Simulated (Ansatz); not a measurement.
Problem. Predict a relaxed structure of SiHMe3 (C₃H₁₀Si), charge 0, singlet, at PBE-D4/def2-SVP (Ansatz).

Solution. 
Cartesian coordinates in Å:
```
Si -0.196 0.350 -0.292
H -0.794 1.415 -1.183
C -1.299 -1.189 -0.362
H -2.330 -0.960 -0.022
H -0.896 -1.992 0.290
H -1.364 -1.590 -1.395
C -0.112 1.016 1.479
H 0.519 1.926 1.536
H 0.322 0.258 2.164
H -1.121 1.278 1.858
C 1.543 -0.062 -0.921
H 2.201 0.831 -0.894
H 1.515 -0.432 -1.966
H 2.012 -0.849 -0.293
```
Point group C3v (tolerance 0.1 Å). This is one stationary point.
